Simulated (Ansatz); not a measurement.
`[NH2][GaH][CH]=O`, 8 atoms. Total charge 0; spin multiplicity 1. Correlated methods include outer-core shells of Ga, which these sets cover unevenly. Scalar relativity is left out up to krypton. All runs use 2 threads of an Intel Xeon Platinum 8488C on a shared host. Correlated methods freeze the cores.

Q: How many basis functions does each run have, and how long does it take in Ansatz? RKS PBE0-D4/def2-QZVPP energy; direct RPA on PBE orbitals/def2-TZVPP energy; RKS PBE0-D4/def2-TZVP relaxation (9 steps); RKS HSE06 (plane-wave form)-D4/def2-TZVPP energy; RKS CAM-B3LYP-D4/def2-TZVPP energy; RHF-MP2/def2-QZVPP energy; RKS PBE0-D4/def2-TZVP frequencies; RKS PBE0-D4/def2-SVP energy; RHF-CCSD(T)/def2-SVP energy; RKS ωB97X-V/def2-TZVPP energy; RKS ωB97M-V/def2-QZVPP energy; RHF-CCSD(T)/def2-TZVPP energy. (An estimate is asked.)

A: Ansatz gave: Other jobs shared the machine, so times are rough.

| level | job | functions | wall time | peak host memory (GiB) |
| --- | --- | --- | --- | --- |
| RKS PBE0-D4/def2-SVP | energy | 94 | 1.1 s | 0.2 |
| RKS HSE06 (plane-wave form)-D4/def2-TZVPP | energy | 197 | 2.6 s | 0.45 |
| RKS CAM-B3LYP-D4/def2-TZVPP | energy | 197 | 2.7 s | 0.48 |
| RHF-CCSD(T)/def2-SVP | energy | 94 | 4.3 s | 0.37 |
| direct RPA on PBE orbitals/def2-TZVPP | energy | 197 | 4.8 s | 0.42 |
| RKS ωB97X-V/def2-TZVPP | energy | 197 | 6 s | 0.52 |
| RKS PBE0-D4/def2-QZVPP | energy | 380 | 7 s | 1.1 |
| RKS ωB97M-V/def2-QZVPP | energy | 380 | 15 s | 1.2 |
| RHF-MP2/def2-QZVPP | energy | 380 | 18 s | 1.7 |
| RKS PBE0-D4/def2-TZVP | relaxation (9 steps) | 165 | 27 s | 0.39 |
| RHF-CCSD(T)/def2-TZVPP | energy | 197 | 63 s | 2.4 |
| RKS PBE0-D4/def2-TZVP | frequencies | 165 | 93 s | 0.38 |
